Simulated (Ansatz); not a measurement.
C₂H₇FSSi, SMILES `C[Si](C)(F)S`. Charge 0, multiplicity 1.

Cartesian coordinates in Å:
```
C 0.045 1.551 -0.496
Si -0.458 0.005 0.395
C 0.943 -1.193 0.587
F -0.983 0.409 1.855
S -2.174 -0.911 -0.505
H 0.357 1.325 -1.519
H -0.787 2.256 -0.544
H 0.883 2.034 0.014
H 1.294 -1.539 -0.389
H 0.627 -2.066 1.162
H 1.785 -0.722 1.102
H -1.531 -1.151 -1.661
```

(1) What are the harmonic wavenumbers in cm⁻¹ at PBE0-D4/def2-TZVP (Ansatz, finite differences of forces, unscaled)? (An estimate is asked.)

(2) Is this a minimum?

(3) Give the ideal-gas thermochemistry at 298.15 K and 1 bar (rigid rotor, harmonic oscillator; point group Cs, symmetry number 1).

(4) Rotational constants (cm⁻¹)?

Answers

(1) Computed: 74, 144, 157, 183, 184, 220, 255, 281, 482, 660, 693, 734, 739, 793, 807, 851, 922, 1278, 1282, 1438, 1438, 1446, 1452, 2709, 3049, 3051, 3130, 3133, 3146, 3147.

(2) Yes, all 30 modes are real.

(3) Zero-point energy 226.6 kJ/mol; H(298) − E = 251.5 kJ/mol; entropy 373.6 J/(mol·K), of which translation 167.5, rotation 114.6, vibration 91.5; G(298) − E = 140.1 kJ/mol. Modes under 100 cm⁻¹ are hindered rotations or soft bends, so the harmonic entropy is rough.

(4) 0.1133, 0.07442, 0.07147.
